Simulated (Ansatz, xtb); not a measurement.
## Two isomers of C3H11NSSi

Structure I is `CC[Si@H](N)SC`, a singlet and structure II is `CN(C)[Si@H](C)S`, a singlet. Both are isolated molecules in the gas phase, relaxed with r2SCAN-D4/def2-SVP, each in the lowest conformer that the search found.

Quicker runs give these differences E(II) − E(I): GFN2-xTB −0.364 eV; HF/STO-3G +0.188 eV (at GFN2-xTB geometries); r2SCAN-D4/def2-SVP//GFN2-xTB +0.306 eV.

Q: Which of the two would you expect CCSD(T)/def2-SVP + ΔMP2/def2-TZVPP electronic energies to favour?

A: Structure I; the calculation gives E(II) − E(I) = +0.375 eV.

Level by level:

| level | geometry | E(II) − E(I) (eV) | departure from the last row (eV) | job, with rough time for the two |
| --- | --- | --- | --- | --- |
| GFN2-xTB | GFN2-xTB | −0.364 | −0.739 | optimisation, 0.31 s |
| HF/STO-3G | GFN2-xTB | +0.188 | −0.187 | single point, 0.4 s |
| r2SCAN-D4/def2-SVP//GFN2-xTB | GFN2-xTB | +0.306 | −0.069 | single point, 4.3 s |
| r2SCAN-D4/def2-SVP | r2SCAN-D4/def2-SVP | +0.253 | −0.122 | optimisation, 2 min |
| HF/def2-SVP | r2SCAN-D4/def2-SVP | +0.214 | −0.161 | part of the CCSD(T) run |
| MP2/def2-SVP | r2SCAN-D4/def2-SVP | +0.257 | −0.118 | part of the CCSD(T) run |
| CCSD(T)/def2-SVP | r2SCAN-D4/def2-SVP | +0.205 | −0.170 | single point |
| CCSD(T)/def2-SVP + ΔMP2/def2-TZVPP | r2SCAN-D4/def2-SVP | +0.375 |  | single point, 74 s |

As drawn, II has 2 C–N, 1 C–H, 1 S–H in place of 1 C–C, 1 C–S, 2 N–H.

GFN2-xTB puts the two in the other order. The largest departure from CCSD(T)/def2-SVP + ΔMP2/def2-TZVPP is that of GFN2-xTB, 0.739 eV. The last row adds to CCSD(T) the change of the MP2 difference between the two basis sets, here +0.170 eV, a large step that makes the value less sure.

With thermal terms from frequencies at re-optimised GFN2-xTB minima (ideal gas, soft modes damped towards free rotors, one conformer each, 298.15 K, 1 atm): the zero-point term adds −0.068 eV; ΔH is +0.308 and ΔG +0.309 eV.

The correlated steps freeze 14 core orbitals. Codes used: Ansatz 0.2.0, xtb 6.7.1; the last row on 4 threads of Arm Neoverse V1 on a shared host.
